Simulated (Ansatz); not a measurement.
Isolated molecules relaxed with PBE0-D4/def2-TZVP in Ansatz; ΔE leaves out vibrations. CCSD(T)/CBS is the MP2 limit (def2-TZVPP, def2-QZVPP) plus CCSD(T) − MP2 in def2-TZVPP, frozen cores. This one scheme is used for every species. DFT in def2-TZVPP. B3LYP here is the variant with VWN-RPA as its local correlation; programs differ in this. def2 core potentials past Kr. For Te outer-core shells are correlated without core-valence functions, which leaves a few kJ/mol of doubt a bond. Each species was taken in one conformer, which may not be the lowest.

Consider the ligand exchange at the Si–O bond: `N[SiH2]OBF` + `B[TeH]` → `B[Te][SiH2]N` + `OBF`.

```csv
level,ΔE (kJ/mol),difference from CCSD(T)/CBS
PBE-D4,29.1,-17.5
B3LYP-D4,48.9,2.3
B2PLYP,53.2,6.6
HF/def2-TZVPP,73.7,27.1
CCSD/def2-TZVPP,56.1,9.5
CCSD(T)/def2-TZVPP,51.2,4.6
HF/def2-QZVPP,75.8,29.2
MP2/def2-QZVPP,41.7,-4.9
MP2/CBS(def2),39.0,-7.6
CCSD/CBS(def2),51.4,4.8
CCSD(T)/CBS,46.6,0
```

Largest T1 diagnostic among the species: 0.015.

From PBE to PBE0 (25 % exact exchange), in def2-TZVPP and without D4, ΔE moves by +5.4 kJ/mol. The D4 term adds −6.6 kJ/mol with B3LYP and −3.7 kJ/mol with PBE0; it sums over pairs of atoms, weighted by their polarisabilities, and B3LYP, whose exchange is more repulsive, gets the larger term. In def2-TZVPP, CCSD(T) changes the Hartree–Fock value by −22.6 kJ/mol (the triples alone add −4.9 kJ/mol) and MP2 by −30.1 kJ/mol.
